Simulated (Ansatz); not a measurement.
Species: MoH2, charge 0, multiplicity 3. The spin state was set by rule; other spins were not relaxed. 
Structure (B3LYP-D3(BJ)/def2-TZVP (Ansatz, a quantum-chemistry and plane-wave program) minimum search):
```xyz
3

Mo     0.0406     0.0076     0.0174
H     -0.6358    -1.5272    -0.2721
H     -1.0683     1.2085    -0.4574
```
Charge 0, spin multiplicity 3.

Quantity: atomisation energy (electronic, to ground-state atoms), in kcal/mol. Correlated levels leave the core frozen unless marked. Open shells are spin-unrestricted. Spin-orbit coupling is left out. The frozen core is the preceding noble-gas configuration, with the filled d and f shells of earlier blocks. Past Kr the def2 sets carry scalar-relativistic core potentials.  The program attaches cautions to a run behind CCSD/def2-QZVPP: other amplitudes. The program attaches cautions to a run behind CCSD(T)/def2-TZVPPD: other amplitudes.

```json
[
 {"level": "RI-HF/def2-TZVPP", "program": "Ansatz", "atomisation energy (kcal/mol)": "27.5"},
 {"level": "RI-HF/def2-TZVPPD", "program": "Ansatz", "atomisation energy (kcal/mol)": "27.6"},
 {"level": "RI-HF/def2-QZVPP", "program": "Ansatz", "atomisation energy (kcal/mol)": "28.8"},
 {"level": "PBE-D4/def2-TZVPD", "program": "Ansatz + dftd4", "atomisation energy (kcal/mol)": "97.4"},
 {"level": "revPBE-D4/def2-TZVPD", "program": "Ansatz + dftd4", "atomisation energy (kcal/mol)": "97.8"},
 {"level": "B3LYP-D4/def2-TZVPD", "program": "Ansatz + dftd4", "atomisation energy (kcal/mol)": "104.8"},
 {"level": "PBE0/def2-SVP", "program": "Ansatz", "atomisation energy (kcal/mol)": "87.4"},
 {"level": "BHLYP-D3(BJ)/def2-TZVPD", "program": "Ansatz + dftd3", "atomisation energy (kcal/mol)": "95.7"},
 {"level": "r2SCAN0-D4/def2-TZVPD", "program": "Ansatz + dftd4", "atomisation energy (kcal/mol)": "84.4"},
 {"level": "HSE06-D4/def2-TZVPD", "program": "Ansatz + dftd4", "atomisation energy (kcal/mol)": "88.2"},
 {"level": "HSE06/def2-TZVPD", "program": "Ansatz", "atomisation energy (kcal/mol)": "87.3"},
 {"level": "RPA@PBE/def2-TZVPP", "program": "Ansatz", "atomisation energy (kcal/mol)": "85.9"},
 {"level": "CCSD/def2-QZVPP", "program": "Ansatz", "atomisation energy (kcal/mol)": "88.3"},
 {"level": "CCSD(T)/def2-TZVPPD", "program": "Ansatz", "atomisation energy (kcal/mol)": "103.1"}
]
```

The UHF reference is spin-contaminated (<S^2> 1.01 over the pure value in the largest basis). The Hartree-Fock reference is unstable (checked in the largest basis), which strains HF and MP2. The T1 diagnostic of CCSD in the largest basis is 0.048, which is high, so the coupled-cluster rows are less sure than usual.
